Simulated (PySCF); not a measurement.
Isomers of C13H12, from PBE0-D3(BJ)/def2-SVP geometry optimisation, gas phase in PySCF. One conformer each, no zero-point energy, no frequencies.

**Question.** Which isomer lies lower at this level?
A. `[cH:1]1[cH:2][cH:3][c:4]([CH2:5][c:6]2[cH:7][cH:8][cH:9][cH:10][cH:11]2)[cH:12][cH:13]1` with C3–C4–C5–C6 129°, C4–C5–C6–C7 -52°: A = 2096, B = 422.0, C = 413.0 MHz, dipole 0.11 D
B. `C#C[C@@]1(C)C[C@]12C=CC=C2C#CC`: A = 1076, B = 723.4, C = 494.6 MHz, dipole 1.03 D

**Answer.** A. That is diphenylmethane (`c1ccc(Cc2ccccc2)cc1`), 125.5 kcal/mol below the other.

```json
{"SMILES": "c1ccc(Cc2ccccc2)cc1", "mapped SMILES": "[cH:1]1[cH:2][cH:3][c:4]([CH2:5][c:6]2[cH:7][cH:8][cH:9][cH:10][cH:11]2)[cH:12][cH:13]1", "E (Eh)": "-501.68503", "relative (kcal/mol)": "0.0", "relative (kJ/mol)": "0.0", "dipole (D)": "0.11"}
{"SMILES": "C#C[C@@]1(C)C[C@]12C=CC=C2C#CC", "mapped SMILES": "[CH:1]#[C:2][C@@:3]1([CH3:4])[CH2:5][C@:6]12[CH:7]=[CH:8][CH:9]=[C:10]2[C:11]#[C:12][CH3:13]", "E (Eh)": "-501.48504", "relative (kcal/mol)": "125.5", "relative (kJ/mol)": "525.1", "dipole (D)": "1.03"}
```

As drawn, the lower has an aromatic ring, which the higher lacks; the higher has a three-membered ring, a C≡C bond and a C=C bond outside aromatic rings, which the lower lacks.
